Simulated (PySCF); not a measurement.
BBr2, SMILES Br[B]Br, multiplicity 2.

Coordinates come from a B3LYP-D3(BJ)/def2-TZVP optimisation. The isomer is the one that the SMILES or the coordinates give; other isomers of the formula were not compared.

All values below come from B3LYP-D3(BJ)/def2-TZVP run with PySCF.

Frequencies are harmonic and unscaled.

| mode | ν (cm⁻¹) | IR (km/mol) | moving atoms (share of kinetic energy) |
|---|---|---|---|
| 1 | 173 | 0.0 | Br 90 %, B 10 % |
| 2 | 545 | 9.2 | B 84 %, Br 16 % |
| 3 | 838 | 350.7 | B 92 % |
